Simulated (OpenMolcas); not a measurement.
## RbCl at 2.784 Å: OpenMolcas input and output

Input (each module block was a call of its own in one work directory; start orbitals came from a preliminary run):

```
&GATEWAY
Coord
2
angstrom
Rb 0.0 0.0 0.0
Cl 0.0 0.0 2.7840
Basis=ANO-RCC-VTZP
Group=XY
RX2C
AMFI
ANGMom
0.0 0.0 0.0
RICD
&SEWARD
&GUESSORB
* RASSCF and CASPT2 blocks for each multiplicity and irrep, as for the first:
&RASSCF
FileOrb=$CurrDir/o11.orb
Symmetry=1
Spin=1
nActEl=6 0 0
Inactive=14 10
RAS2=3 4
CIRoot=2 2 1
Linear
Iterations=120 100
OrbListing=Nothing
PRWF=0.15
>>COPY $Project.RasOrb $CurrDir/o11.orb
>>COPY $Project.rasscf.h5 $CurrDir/r11.h5
&CASPT2
XMultistate=all
Imaginary=0.2
IPEA=0.25
MaxIter=40
>>COPY $Project.JobMix JOB001
&RASSI
Nr of JobIphs=4 2 2 2 1
1 2
1 2
1 2
1
SpinOrbit
EJob
Omega
MEES
MESO
Properties=4
'AngMom' 3 'Mltpl  1' 1 'Mltpl  1' 2 'Mltpl  1' 3
Thrs=1.0d-4
>>COPY $Project.rassi.h5 $CurrDir/so.h5
```

```bash
pymolcas m.inp
```

C2 symmetry about the axis (a holds Σ, Δ, Γ; b holds Π, Φ, H; Σ⁺ and Σ⁻ are not told apart); roots by multiplicity and irrep: 1a 2, 3b 2, 1b 2, 3a 1.

RASSI part of the output, in excerpt:

```
SPIN-FREE ENERGIES:
  (Shifted by EMIN (a.u.) =      -3440.4297055214)
 SF State       Relative EMIN(au)   Rel lowest level(eV)    D:o, cm**(-1)      Abs_M
     1             0.0000000000        0.0000000000              0.0000         0.0
     3             0.1720295386        4.6811622197          37756.1196         1.0
     4             0.1720295386        4.6811622197          37756.1196         1.0
     5             0.1730305817        4.7084019921          37975.8231         1.0
     6             0.1730305817        4.7084019921          37975.8231         1.0
     2             0.1773368594        4.8255817781          38920.9419         0.0
     7             0.1780678714        4.8454736262          39081.3804         0.0
++ Dipole transition strengths (spin-free states):
     for osc. strength at least  1.00000000E-05
      From   To        Osc. strength     Einstein coefficients Ax, Ay, Az (sec-1)    Total A (sec-1)
         1    5       1.09798215E-02  3.71467254E+06  6.84746695E+06  0.00000000E+00  1.05621395E+07
         1    6       1.09798218E-02  6.84746755E+06  3.71467222E+06  0.00000000E+00  1.05621398E+07
         1    2       7.50547278E-02  0.00000000E+00  0.00000000E+00  7.58380161E+07  7.58380161E+07
 Electric-quadrupole - electric-quadrupole not included
 Electric-dipole - electric-octupole not included
 Electric-dipole - magnetic-quadrupole not included
   Eigenvalues of complex Hamiltonian:
  (Shifted by EMIN (a.u.) =      -3440.4297055214)
 SO State       Relative EMIN(au)   Rel lowest level(eV)    D:o, cm**(-1)      Omega
     1            -0.0000002637        0.0000000000              0.0000         0.0
     2             0.1707808728        4.6471914669          37482.1270         2.0
     3             0.1707808728        4.6471914669          37482.1270         2.0
     4             0.1711693366        4.6577621069          37567.3849         1.0
     5             0.1711693366        4.6577621068          37567.3849         1.0
     6             0.1727494845        4.7007601196          37914.1873         0.0
     7             0.1727736115        4.7014166510          37919.4826         0.0
     8             0.1733355345        4.7167073543          38042.8104         1.0
     9             0.1733355345        4.7167073543          38042.8104         1.0
    10             0.1778658430        4.8399833286          39037.0982         0.0
    11             0.1785724642        4.8592114709          39192.1836         0.0
    12             0.1786231205        4.8605899000          39203.3014         1.0
    13             0.1786231205        4.8605899001          39203.3014         1.0
 Weights of the five most important spin-orbit-free states for each spin-orbit state.
 SO State  Total energy (au)           Spin-free states, spin, and weights
    1        -0.000000       1 0.0  1.0000    3 1.0  0.0000    4 1.0  0.0000    2 0.0  0.0000    7 1.0  0.0000
    2         0.170781       4 1.0  0.5000    3 1.0  0.5000    2 0.0  0.0000    7 1.0  0.0000    1 0.0  0.0000
    3         0.170781       3 1.0  0.5000    4 1.0  0.5000    7 1.0  0.0000    2 0.0  0.0000    1 0.0  0.0000
    4         0.171169       4 1.0  0.5560    5 0.0  0.2761    3 1.0  0.1565    6 0.0  0.0087    7 1.0  0.0027
    5         0.171169       3 1.0  0.5560    6 0.0  0.2761    4 1.0  0.1565    5 0.0  0.0087    7 1.0  0.0027
    6         0.172749       4 1.0  0.4483    3 1.0  0.4483    2 0.0  0.1034    1 0.0  0.0000    7 1.0  0.0000
    7         0.172774       3 1.0  0.4565    4 1.0  0.4565    7 1.0  0.0870    2 0.0  0.0000    1 0.0  0.0000
    8         0.173336       6 0.0  0.5484    3 1.0  0.1348    4 1.0  0.1078    5 0.0  0.1078    7 1.0  0.1012
    9         0.173336       5 0.0  0.5484    4 1.0  0.1348    3 1.0  0.1078    6 0.0  0.1078    7 1.0  0.1012
   10         0.177866       2 0.0  0.8966    3 1.0  0.0517    4 1.0  0.0517    1 0.0  0.0000    7 1.0  0.0000
   11         0.178572       7 1.0  0.9130    4 1.0  0.0435    3 1.0  0.0435    2 0.0  0.0000    1 0.0  0.0000
   12         0.178623       7 1.0  0.8961    5 0.0  0.0590    4 1.0  0.0409    3 1.0  0.0040    6 0.0  0.0000
   13         0.178623       7 1.0  0.8961    6 0.0  0.0590    3 1.0  0.0409    4 1.0  0.0040    5 0.0  0.0000
++ Dipole transition strengths (SO states):
        for osc. strength at least   1.00000000E-05
      From   To        Osc. strength     Einstein coefficients Ax, Ay, Az (sec-1)    Total A (sec-1)
         1    4       3.09331917E-03  5.72764077E+05  2.33921928E+06  0.00000000E+00  2.91198336E+06
         1    5       3.09331934E-03  2.33921948E+06  5.72764035E+05  0.00000000E+00  2.91198352E+06
         1    6       7.95932375E-03  0.00000000E+00  0.00000000E+00  7.63171069E+06  7.63171069E+06
         1    8       7.21808846E-03  6.64344612E+06  3.24577474E+05  0.00000000E+00  6.96802359E+06
         1    9       7.21808788E-03  3.24577507E+05  6.64344553E+06  0.00000000E+00  6.96802304E+06
         1   10       6.71010423E-02  0.00000000E+00  0.00000000E+00  6.82066229E+07  6.82066229E+07
         1   12       6.68390099E-04  2.46764253E+05  4.38436004E+05  0.00000000E+00  6.85200257E+05
         1   13       6.68390121E-04  4.38436043E+05  2.46764237E+05  0.00000000E+00  6.85200280E+05
         4    9       1.30597261E-05  0.00000000E+00  0.00000000E+00  1.96897955E+00  1.96897955E+00
         5    8       1.30597376E-05  0.00000000E+00  0.00000000E+00  1.96898130E+00  1.96898130E+00
 Electric-quadrupole - electric-quadrupole not included
 Electric-dipole - electric-octupole not included
 Electric-dipole - magnetic-quadrupole not included
```

Only roots inside an energy window near the equilibrium distance were included, so the list of states is not complete; labels number the states computed. Each spin and symmetry block has orbitals of its own, averaged over its own roots, so gaps between blocks are less sure than gaps within one and near the minimum can be off by tenths of an eV, in bad cases by more. No Rydberg orbitals are active, so Rydberg states, and σ→σ* states whose orbital the CASSCF left unused, can be missing between those listed.
